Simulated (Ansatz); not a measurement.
Computed with Ansatz on PBE0-D4/def2-TZVP structures; ΔE is electronic, products minus reactants. CBS: MP2 limit from def2 TZ/QZ plus the TZ coupled-cluster correction, frozen cores. This one scheme is used for every species. Functionals use def2-TZVPP. One conformer a species, not always the lowest.

`B[Si](O)(F)Cl` → `BCl` + `O[Si]F`  (silylene formation by 1,1-elimination)

| species | ωB97M-V energy (Eh) |
| --- | --- |
| `B[Si](O)(F)Cl` | -951.56668 |
| `BCl` | -486.24436 |
| `O[Si]F` | -465.27932 |

(1) Work out ΔE.

Largest T1 diagnostic among the species: 0.015.

## Answers

(1) ΔE = (-486.24436) + (-465.27932) − (-951.56668) = 0.04300 Eh = +1.17 eV. CCSD(T)/CBS gives +1.32 eV.

Leaving LDA and LC-ωPBE aside and taking each functional with its dispersion term where it has one, the values, not all of them listed here, spread over 0.49 eV, from BLYP-D4 to r2SCAN0-D4. LDA lies +0.27 eV from PBE without D4. From BLYP to BHLYP (50 % exact exchange), in def2-TZVPP and without D4, ΔE moves by +0.44 eV. The D4 term adds +0.16 eV with B3LYP and +0.09 eV with PBE0; it sums over pairs of atoms, weighted by their polarisabilities, and B3LYP, whose exchange is more repulsive, gets the larger term.

B3LYP here is the variant with VWN-RPA as its local correlation; programs differ in this.
